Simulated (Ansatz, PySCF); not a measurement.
Dimer: CH5GaO (SMILES C[O][GaH2]) (first 8 atoms) with HF (SMILES F); geometry from B3LYP-D3(BJ)/def2-TZVP, rigid monomers moved along the line of their centres of mass till O2···H10 is 2.21 Å.
(charge 0, multiplicity 1):
```xyz
10

C     -0.8196    -0.5960     2.4661
O      0.3063     0.0950     1.9371
Ga     0.6098     0.3995     0.1766
H     -1.4990    -0.9262     1.6751
H     -0.4800    -1.4702     3.0254
H     -1.3645     0.0633     3.1449
H     -0.5009    -0.1749    -0.7550
H      1.9242     1.1787    -0.0777
F      2.2118     1.0260     4.2906
H      1.6088     0.7264     3.6115
```

Interaction energies are E(AB) − E(A) − E(B) at the monomers' geometry in the complex; basis-set methods are counterpoise corrected.

Rows in 6-31G* carry no dispersion term and start afresh at each structure (6-31G* with six Cartesian d functions); the Pople sets are all-electron and without relativity. MP2/6-31G* freezes PySCF's default core, which leaves 3d correlated.

Codes used: Ansatz (Gaussian basis) for Hartree–Fock, density functionals and correlated methods; PySCF for 6-31G* rows. Each number belongs to the level named beside it.

Estimate the interaction energy that r2SCAN/def2-TZVPPD returns for this input.

-331 meV

What interaction energy does MP2/6-31G* give?

-323 meV

Predict the interaction energy from HF/6-31G*.

-343 meV

Ansatz is a first-principles code.
